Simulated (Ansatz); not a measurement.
One geometry of the cluster Al₆As, several levels of theory.

```yaml
crystal:
  periodic: [false, false, false]
  atoms:
    - {symbol: As, position_ang: [-1.642137, 0.949490, -1.592877]}
    - {symbol: Al, position_ang: [-0.201564, -0.651082, 1.958044]}
    - {symbol: Al, position_ang: [-1.276719, -1.130874, -0.361729]}
    - {symbol: Al, position_ang: [0.844973, 0.313715, -1.422924]}
    - {symbol: Al, position_ang: [-0.671272, 1.502827, 0.577614]}
    - {symbol: Al, position_ang: [1.791243, 0.892312, 0.919005]}
    - {symbol: Al, position_ang: [1.155476, -1.876388, -0.077133]}
basis:
  gaussian: {orbitals: def2-SVP, initial_orbitals: start.molden}
magnetization: {spin_polarized: true, initial_magnetization: 1}
hamiltonian: {xc: pbe0, dispersion: d4}
scf: {omitted_lower_state_checks: [starts]}
output: {orbitals: {seedname: orbitals}}
```

The file start.molden holds the orbitals of an earlier run on this structure, at another level or in another basis.

```sh
$ ansatz run in.yaml --threads 4 --pin off --events-out ev --progress --plain --max-ram 4787MiB
```

Shortened log:

```
Functional definition: PBE0
1262 factors; integrals over basis functions are off by at most 7.5e-4 eV
mean field evaluation 1: about -100377.9580 eV, gradient 3.6e0 eV
mean field evaluation 2: about -100378.0722 eV, gradient 1.1e-1 eV
mean field evaluation 4: about -100378.1757 eV, gradient 3.3e-3 eV
mean field evaluation 8: about -100378.1757 eV, gradient 4.6e-5 eV
mean field -100378.17566401 eV, -3688.8299168813 hartree, gradient 2.6e-5 eV, S^2 0.970410; 0 other end points of the search recorded, 0 dependent functions left out
reference -100378.17569098 eV, -3688.8299178724 hartree; 56, 55 occupied and 84, 85 virtual orbitals, 1262 factors
Total energy: -100378.58191416 eV, -3688.8448462989 hartree
Checks for a lower state left out: starts
```

It took 8.5 s on 4 threads of Arm Neoverse V2 on a shared host.

As the first input, with `gaussian: {orbitals: def2-TZVP, initial_orbitals: start.molden}`, `hamiltonian: {xc: r2scan, dispersion: d4}` (abridged; 35 s):

```
Functional definition: r2SCAN
mean field -100420.96120509 eV, -3690.4022565150 hartree, gradient 2.6e-5 eV, S^2 0.985361
Total energy: -100421.04714274 eV, -3690.4054146652 hartree
Checks for a lower state left out: starts
```

First input, but with `correlation: {method: ccsd_t}`, `scf: {omitted_lower_state_checks: [starts, cluster_reference]}` and without the key `hamiltonian` (abridged; 40 s):

```
Functional definition: HF
mean field -100272.03165922 eV, -3684.9291966522 hartree, gradient 6.8e-6 eV, S^2 2.054161
39 core orbitals not correlated: weight in the atoms' cores, before any rotation towards them, 1.000 or more for the frozen orbitals, at most 0.000 for the correlated occupied ones
second order -16.50795634 eV of doubles, -0.00000000 eV of singles
cycle   1  -15.60417696 eV  change    9.0e-1 eV  update   2.3e-1
cycle   2  -16.47041648 eV  change   -8.7e-1 eV  update   9.3e-2
cycle   3  -16.76002839 eV  change   -2.9e-1 eV  update   6.9e-2
cycle   4  -16.82115463 eV  change   -6.1e-2 eV  update   4.3e-2
cycle   5  -16.89398235 eV  change   -7.3e-2 eV  update   2.9e-2
cycle   6  -16.92604942 eV  change   -3.2e-2 eV  update   1.5e-2
cycle   7  -16.92789922 eV  change   -1.8e-3 eV  update   8.9e-3
cycle   8  -16.94211835 eV  change   -1.4e-2 eV  update   5.6e-3
cycle   9  -16.94439434 eV  change   -2.3e-3 eV  update   3.3e-3
cycle  10  -16.94144618 eV  change    2.9e-3 eV  update   1.8e-3
cycle  11  -16.94382509 eV  change   -2.4e-3 eV  update   9.9e-4
cycle  12  -16.94346696 eV  change    3.6e-4 eV  update   4.9e-4
cycle  13  -16.94378998 eV  change   -3.2e-4 eV  update   2.3e-4
cycle  14  -16.94380206 eV  change   -1.2e-5 eV  update   1.2e-4
cycle  15  -16.94372164 eV  change    8.0e-5 eV  update   6.9e-5
cycle  16  -16.94377821 eV  change   -5.7e-5 eV  update   4.1e-5
cycle  17  -16.94380810 eV  change   -3.0e-5 eV  update   2.4e-5
perturbative correction -1.50674962 eV, -0.0553720271 hartree
Total energy: -100290.48221694 eV, -3685.6072421421 hartree
Checks for a lower state left out: starts, cluster_reference
```

First input, but with `gaussian: {orbitals: def2-TZVP, initial_orbitals: start.molden}`, `hamiltonian: {xc: pbe, dispersion: d4}` (abridged; 12 s):

```
Functional definition: PBE
mean field -100394.92615962 eV, -3689.4454862409 hartree, gradient 2.2e-5 eV, S^2 0.808190
Total energy: -100395.39686771 eV, -3689.4627844441 hartree
Checks for a lower state left out: starts
```

The first input with `hamiltonian: {xc: pbe, dispersion: d4}` (abridged; 5.5 s):

```
Functional definition: PBE
mean field -100373.27160749 eV, -3688.6496961280 hartree, gradient 1.2e-5 eV, S^2 0.812211
Total energy: -100373.74231387 eV, -3688.6669942685 hartree
Checks for a lower state left out: starts
```

First input, but with `gaussian: {orbitals: def2-TZVPD, initial_orbitals: start.molden}` (abridged; 26 s):

```
Functional definition: PBE0
the host lacks memory for fits, so the integrals are decomposed
mean field -100399.69572265 eV, -3689.6207644495 hartree, gradient 3.7e-5 eV, S^2 0.949013
Total energy: -100400.10198328 eV, -3689.6356942521 hartree
Checks for a lower state left out: starts
```

The first input with `gaussian: {orbitals: def2-TZVP, initial_orbitals: start.molden}`, `hamiltonian: {xc: {name: B2PLYP}}` and without the key `output` (abridged; 44 s):

```
Functional definition: B2PLYP
mean field -100388.45600196 eV, -3689.2077123326 hartree, gradient 3.7e-6 eV, S^2 1.153416
39 core orbitals not correlated: weight in the atoms' cores, before any rotation towards them, 1.000 or more for the frozen orbitals, at most 0.000 for the correlated occupied ones
second order -26.35788713 eV of doubles, -0.00000000 eV of singles
Total energy: -100395.57278204 eV, -3689.4692491768 hartree
Checks for a lower state left out: starts
```

Geometry: PBE0-D4/def2-SVP.

Correlated methods freeze 39 core orbitals; core or outer-core shells of As are correlated, in sets that lack core-valence functions. At PBE0-D4/def2-SVP, r2SCAN-D4/def2-TZVP, CCSD(T)/def2-SVP, PBE0-D4/def2-TZVPD and others the charge 0 doublet is spin-contaminated (final ⟨S²⟩ up to 2.05, 0.75 for a pure state). At CCSD(T)/def2-SVP T1 of the charge 0 doublet is large (up to 0.064), so the single-reference result is doubtful. The structure comes from a short search, and lower isomers may exist.
